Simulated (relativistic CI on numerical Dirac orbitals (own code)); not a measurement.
# V+ in a cubic cluster: L2,3 absorption with charge transfer

Computed with a charge-transfer multiplet model of a cubic metal-ligand cluster with up to one ligand hole, Slater and spin-orbit integrals from Dirac-Coulomb-Breit ions, Slater integrals scaled by 0.7. The ground state mixes d4 with configurations of k ligand holes L, whose averages lie at kΔ + k(k − 1)U_dd/2; a core hole lowers each added d electron by U_cd. 300 K, Lorentzian 0.4 eV and Gaussian 0.3 eV FWHM.

Atomic integrals in eV (Slater integrals scaled, ζ unscaled), ground: F2dd 5.287, F4dd 3.249, zeta_d 0.015; with the core hole: F2dd 5.983, F4dd 3.687, zeta_d 0.025, zeta_core 4.617, F2cd 3.277, G1cd 2.317, G3cd 1.313.

Cluster parameters (eV): U_dd = 5.3, U_cd = 6.6, 10Dq = 0.65, 10Dq(ligand) = 1.3, V(eg) = 1.6, V(t2g) = -0.72, final-state hopping factor = 1.

```json
{"Case": "Δ = 9.9 eV", "n_d": "4.08", "d4": "0.92", "d5L": "0.08", "S": "2.00"}
{"Case": "Δ = 10.9 eV", "n_d": "4.07", "d4": "0.93", "d5L": "0.07", "S": "2.00"}
{"Case": "Δ = 11.9 eV", "n_d": "4.06", "d4": "0.94", "d5L": "0.06", "S": "2.00"}
```

Weights, n_d and S are thermal averages at 300 K. Photon energies count from the first peak over 30 % of the highest in each spectrum, which can be another peak from case to case. The parameters are a model scan and need not match a compound or its usual spin state. Peaks in eV (height, largest 100):
- Δ = 9.9 eV: 0.0 (100), 4.7 (18), 5.4 (29), 6.2 (26), 7.6 (45)
- Δ = 10.9 eV: 0.0 (100), 4.6 (18), 5.4 (29), 6.2 (25), 7.5 (45)
- Δ = 11.9 eV: 0.0 (100), 4.6 (18), 5.3 (29), 6.1 (25), 7.5 (46)

For the case Δ = 9.9 eV, Δ = 9.9 eV is larger than U_dd = 5.3 eV, the Mott-Hubbard side of the Zaanen-Sawatzky-Allen scheme. With the core hole the configuration with one ligand hole lies at Δ + U_dd − U_cd = 8.6, 9.6, 10.6 eV from the one without, in the order of the table; where this is negative the screened configuration lies lower.
